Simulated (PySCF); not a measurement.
**Excitation energy of Rh by level of theory**

Rh [Kr] 4d8 5s1 (4F) → Rh [Kr] 4d7 5s2 (4F), as a difference of total energies. Calculation: PySCF 2.14, in x2c-TZVPPall (8s6p6d2f1g, 79 functions); the spin-free X2C one-electron Hamiltonian (Gaussian nucleus). Correlated levels: valence: [Kr] frozen; valence and next inner shell: [Ar] 3d10 frozen. The calculations carry no spin-orbit coupling.

```
                                method  excitation energy (eV)
                                   UHF                   1.302
                                   LDA                   1.972
                                   PBE                   1.996
                                r2SCAN                   1.971
                             BHandHLYP                   1.616
                                 wB97X                   1.506
                               LC-wPBE                   2.127
                         MP2 (valence)                   1.778
                     SCS-MP2 (valence)                   1.715
    MP2 (valence and next inner shell)                   1.716
SCS-MP2 (valence and next inner shell)                   1.574
```

Estimate what HSE06 gives.

1.893 eV, closest to r2SCAN among the rows shown.

Estimate what PBE0 gives.

1.929 eV, closest to r2SCAN among the rows shown.

A first-order spin-orbit estimate (lowest level to lowest level, LS coupling) adds -0.019 eV.
